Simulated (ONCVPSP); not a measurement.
# PBE ONCV dataset for magnesium (Mg), scalar-relativistic all-electron reference.

ONCVPSP 4.0.1 was run on this input:

```
# ATOM AND REFERENCE CONFIGURATION
# atsym  z   nc   nv     iexc    psfile
  Mg 12.00    1    3        4      upf
#
#   n    l    f
    1    0    2.00
    2    0    2.00
    2    1    6.00
    3    0    1.00
#
# PSEUDOPOTENTIAL AND OPTIMIZATION
# lmax
    1
#
#   l,   rc,      ep,       ncon, nbas, qcut
    0    1.35    0.00    4    8   11.80
    1    1.10    0.00    3    8    9.70
#
# LOCAL POTENTIAL
# lloc, lpopt,  rc(5),   dvloc0
    4    3    0.95    0.00
#
# VANDERBILT-KLEINMAN-BYLANDER PROJECTORs
# l, nproj, debl
    0    2    3.50
    1    3    0.30
#
# MODEL CORE CHARGE
# icmod, fcfact, rcfact
    3    3.25    1.55
#
# LOG DERIVATIVE ANALYSIS
# epsh1, epsh2, depsh
   -5.00    5.00    0.04
#
# OUTPUT GRID
# rlmax, drl
    6.00    0.01
#
# TEST CONFIGURATIONS
# ncnf
    4
# nvcnf
#   n    l    f
    3
    2    0    2.00
    2    1    6.00
    3    0    2.00
#
    3
    2    0    2.00
    2    1    6.00
    3    0    0.00
#
    3
    2    0    2.00
    2    1    6.00
    3    0    1.50
#
    4
    2    0    2.00
    2    1    6.00
    3    0    1.00
    3    1    1.00
#
```

Command:

```bash
oncvpsp.x < Mg.dat > Mg.out
```

Output (shortened: citation, most of the input echo, consistency checks and plot data are left out):

```
ONCVPSP  (Optimized Norm-Conservinng Vanderbilt PSeudopotential)
scalar-relativistic version 4.0.1

#   n    l    f        energy (Ha)
    1    0    2.00    -4.6630137E+01
    2    0    2.00    -3.2675675E+00
    2    1    6.00    -2.0460556E+00
    3    0    1.00    -4.1813532E-01

Reference configufation results
  iterations    26
  all-electron total energy (Ha)   -1.99987287D+02

Begin loop to  construct optimized pseudo wave functions
and semi-local pseudopoentials for all angular momenta

Calculating optimized projector #   1

 for l=   0

    Fraction of norm inside rc  0.963899
    Optimizing pswf for qcut=  11.79 a_B^-1,  ecut=  69.55 Ha
    Residual kinetic energy error=  2.31D-09 Ha

    Energy error per electron        Cutoff
         Ha          eV             Ha
         0.01000     0.27211       16.53
         0.00100     0.02721       22.58
         0.00010     0.00272       28.12
         0.00001     0.00027       32.88

Calculating optimized projector #   2

 for l=   0

    Fraction of norm inside rc  0.053477
    Optimizing pswf for qcut=  11.79 a_B^-1,  ecut=  69.55 Ha
    Residual kinetic energy error=  1.20D-09 Ha

    Energy error per electron        Cutoff
         Ha          eV             Ha
         0.01000     0.27211       10.32
         0.00100     0.02721       15.84
         0.00010     0.00272       20.88
         0.00001     0.00027       32.15

WARNING wellstate: negative energy specified for n= 3 l=  1
WARNING scattering state with energy  0.25000000
WARNING will be used for the first projector

   Wellstate for l =  1  n =  4
     eigenvalue =   0.2500
     asymptotic potential =   0.7500
     half-point radius =  6.1462

   Wellstate for l =  1  n =  4
     eigenvalue =   0.5500
     asymptotic potential =   1.0500
     half-point radius =  4.4472

Calculating optimized projector #   1

 for l=   1

    Fraction of norm inside rc  0.873822
    Optimizing pswf for qcut=   9.71 a_B^-1,  ecut=  47.11 Ha
    Residual kinetic energy error=  5.92D-04 Ha

    Energy error per electron        Cutoff
         Ha          eV             Ha
         0.01000     0.27211       37.64
         0.00100     0.02721       45.03
         0.00010     0.00272      177.30

Calculating optimized projector #   2

 for l=   1

    Fraction of norm inside rc  0.023944
    Optimizing pswf for qcut=   9.71 a_B^-1,  ecut=  47.11 Ha
    Residual kinetic energy error=  1.45D-04 Ha

    Energy error per electron        Cutoff
         Ha          eV             Ha
         0.01000     0.27211       29.73
         0.00100     0.02721       40.09
         0.00010     0.00272       48.97
         0.00001     0.00027      139.22

Calculating optimized projector #   3

 for l=   1

    Fraction of norm inside rc  0.032548
    Optimizing pswf for qcut=   9.71 a_B^-1,  ecut=  47.11 Ha
    Residual kinetic energy error=  2.36D-04 Ha

    Energy error per electron        Cutoff
         Ha          eV             Ha
         0.01000     0.27211       31.98
         0.00100     0.02721       42.04
         0.00010     0.00272       52.46
         0.00001     0.00027      163.69

Construct Vanderbilt / Kleinmman-Bylander projectors

B matrix Hermiticity error, ll=   0
   1   2    1.7957E-04

  Orthonormal projector coefficients  1.7474E+00 -5.8619E-01

B matrix Hermiticity error, ll=   1
   1   2   -1.1475E-04
   1   3   -1.5126E-04
   2   3   -4.2565E-06

  Orthonormal projector coefficients -1.6783E+02 -9.2906E+00 -3.1332E+00

Model core correction analysis
  based on d2Exc/dn_idn_j

d2excae - all-electron derivatives

   -6.963954D-02   -6.222702D-02   -4.139803D-03
   -6.222825D-02   -6.497626D-02   -4.648376D-03
   -4.135497D-03   -4.642347D-03   -5.949876D-02

d2excps - pseudofunction derivatives with no core correction

   -7.463371D-02   -6.282602D-02   -4.791251D-03
   -6.282645D-02   -6.349982D-02   -4.490371D-03
   -4.788112D-03   -4.484339D-03   -5.954672D-02

rms 2nd derivative error    1.787016E-03

rmatch, rhocmatch    0.2394   49.3187

Teter function model core charge with specified parameters

d2excps - pseudofunction derivatives with core correction

   -6.535776D-02   -6.163183D-02   -4.142704D-03
   -6.163155D-02   -6.354463D-02   -4.397712D-03
   -4.138377D-03   -4.391672D-03   -5.950158D-02

rms 2nd derivative error    1.535476E-03

Pseudoatom total energy  -61.151378

Diagnostic tests using Vanderbilt-Kleinman-Bylander pseudopotentials
  1 or more projectors used as specified by nproj input data

   l    rcore       rmatch      e in        delta e   norm test  slope test

   0   1.3566920   1.3978841  -3.2675675   0.0000037   1.0001425   1.0001269
   0   1.3566920   1.3978841  -0.4181353   0.0000027   1.0000218   1.0000178

   1   1.1004035   1.1338141  -2.0460556  -0.0002260   1.0000287   0.9999506
   1   1.1004035   1.1338141   0.2500000  -0.0000331   1.0003672   1.0003672
   1   1.1004035   1.1338141   0.5500000  -0.0001219   1.0004200   1.0004200

 Testing for bound ghosts
   n   l    E NL Schr. Eq   E Basis Diag.   E Cutoff

   1   0       -3.267564       -3.267562    143.43
   2   0       -0.418133       -0.303376    143.43

   2   1       -2.046282       -2.045660    326.63

 Testing for highly-localized positive-energy ghosts
       l    <radius>/rc     E Basis Diag.   E Cutoff

       1        0.622674       78.550617    326.63  WARNING - GHOST(+)

       1        0.931721      123.321592    326.63  WARNING - GHOST(+)

Test configuration 0

   n   l     f        eae           eps        diff
   1   0  2.0000  -46.63013699
   2   0  2.0000   -3.26756754   -3.26756382    3.72D-06
   2   1  6.0000   -2.04605563   -2.04628160   -2.26D-04
   3   0  1.0000   -0.41813532   -0.41813258    2.74D-06

    Total energies and differences
      AE_ref= -1.99987287D+02  AE_tst= -1.99987287D+02  dif=  0.00D+00
      PS_ref= -6.11513784D+01  PS_tst= -6.11513784D+01  dif=  6.39D-14
      PSP excitation error= -6.39D-14

Test configuration 1

   n   l     f        eae           eps        diff
   1   0  2.0000  -46.29130288
   2   0  2.0000   -2.93426666   -2.93354658    7.20D-04
   2   1  6.0000   -1.71302518   -1.71317139   -1.46D-04
   3   0  2.0000   -0.17292380   -0.17291077    1.30D-05

    Total energies and differences
      AE_ref= -1.99987287D+02  AE_tst= -2.00279817D+02  dif= -2.93D-01
      PS_ref= -6.11513784D+01  PS_tst= -6.14439027D+01  dif= -2.93D-01
      PSP excitation error= -5.43D-06

Test configuration 2

   n   l     f        eae           eps        diff
   1   0  2.0000  -47.04686345
   2   0  2.0000   -3.67376858   -3.67529142   -1.52D-03
   2   1  6.0000   -2.45137639   -2.45204600   -6.70D-04

    Total energies and differences
      AE_ref= -1.99987287D+02  AE_tst= -1.99435128D+02  dif=  5.52D-01
      PS_ref= -6.11513784D+01  PS_tst= -6.05991742D+01  dif=  5.52D-01
      PSP excitation error= -4.54D-05

Test configuration 3

   n   l     f        eae           eps        diff
   1   0  2.0000  -46.45005748
   2   0  2.0000   -3.09087706   -3.09042984    4.47D-04
   2   1  6.0000   -1.86953323   -1.86970096   -1.68D-04
   3   0  1.5000   -0.29104377   -0.29102958    1.42D-05

    Total energies and differences
      AE_ref= -1.99987287D+02  AE_tst= -2.00164272D+02  dif= -1.77D-01
      PS_ref= -6.11513784D+01  PS_tst= -6.13283628D+01  dif= -1.77D-01
      PSP excitation error= -9.76D-07

Test configuration 4

   n   l     f        eae           eps        diff
   1   0  2.0000  -46.36912626
   2   0  2.0000   -3.01051320   -3.01063047   -1.17D-04
   2   1  6.0000   -1.78881336   -1.78955818   -7.45D-04
   3   0  1.0000   -0.20841368   -0.20840846    5.22D-06
   3   1  1.0000   -0.07609841   -0.07610197   -3.56D-06

    Total energies and differences
      AE_ref= -1.99987287D+02  AE_tst= -2.00151513D+02  dif= -1.64D-01
      PS_ref= -6.11513784D+01  PS_tst= -6.13156112D+01  dif= -1.64D-01
      PSP excitation error=  6.90D-06
```

The run took about 2.4 s on one core of a shared server CPU.
